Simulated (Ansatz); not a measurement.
All values below come from frozen-core CCSD(T)/cc-pVTZ // B3LYP-D3(BJ)/def2-TZVP in Ansatz (a quantum-chemistry and plane-wave program).

Ansatz 0.2 input:
```yaml
crystal:
  periodic: [false, false, false]
  atoms:
    - { symbol: N, position_ang: [1.552959, -0.158693, 0.035491] }
    - { symbol: Al, position_ang: [-0.045766, 0.578764, -0.170103] }
    - { symbol: N, position_ang: [-1.510697, -0.375616, 0.121719] }
    - { symbol: H, position_ang: [1.739899, -1.108781, 0.314175] }
    - { symbol: H, position_ang: [2.419256, 0.333342, -0.115928] }
    - { symbol: H, position_ang: [-0.16478, 2.083479, -0.61294] }
    - { symbol: H, position_ang: [-1.546138, -1.341487, 0.406526] }
    - { symbol: H, position_ang: [-2.444734, -0.011008, 0.021059] }
basis:
  gaussian: { orbitals: cc-pVTZ }
correlation:
  method: ccsd_t
```

Output:

```
Functional definition: HF
950 factors; integrals over basis functions are off by at most 1.5e-3 eV
mean field evaluation 1: about -9624.1060 eV, gradient 4.9e1 eV
mean field evaluation 2: about -9624.1149 eV, gradient 4.9e1 eV
mean field evaluation 4: about -9628.9357 eV, gradient 2.7e0 eV
mean field evaluation 8: about -9628.9705 eV, gradient 1.1e-1 eV
mean field evaluation 16: about -9628.9582 eV, gradient 4.1e-1 eV
mean field -9628.97056709 eV, -353.8581415898 hartree, gradient 8.8e-6 eV, S^2 0.000000; 0 other end points of the search recorded, 0 dependent functions left out
7 core orbitals not correlated
reference -9628.97056709 eV, -353.8581415898 hartree; 9, 9 occupied and 148, 148 virtual orbitals, 950 factors
second order -14.09753940 eV of doubles, -0.00000000 eV of singles
cycle   1  -14.39932604 eV  change   -3.0e-1 eV  update   7.1e-2
cycle   2  -14.72528336 eV  change   -3.3e-1 eV  update   2.2e-2
cycle   3  -14.78747442 eV  change   -6.2e-2 eV  update   1.0e-2
cycle   4  -14.78091088 eV  change    6.6e-3 eV  update   2.7e-3
cycle   5  -14.78144706 eV  change   -5.4e-4 eV  update   1.4e-3
cycle   6  -14.78147453 eV  change   -2.7e-5 eV  update   3.6e-4
cycle   7  -14.78128077 eV  change    1.9e-4 eV  update   1.1e-4
cycle   8  -14.78127118 eV  change    9.6e-6 eV  update   3.7e-5
cycle   9  -14.78126761 eV  change    3.6e-6 eV  update   9.0e-6
perturbative correction -0.52281647 eV, -0.0192131510 hartree
Total energy: -9644.27465118 eV, -354.4205563065 hartree
```

Cost: about 27 core-seconds (a rough figure).
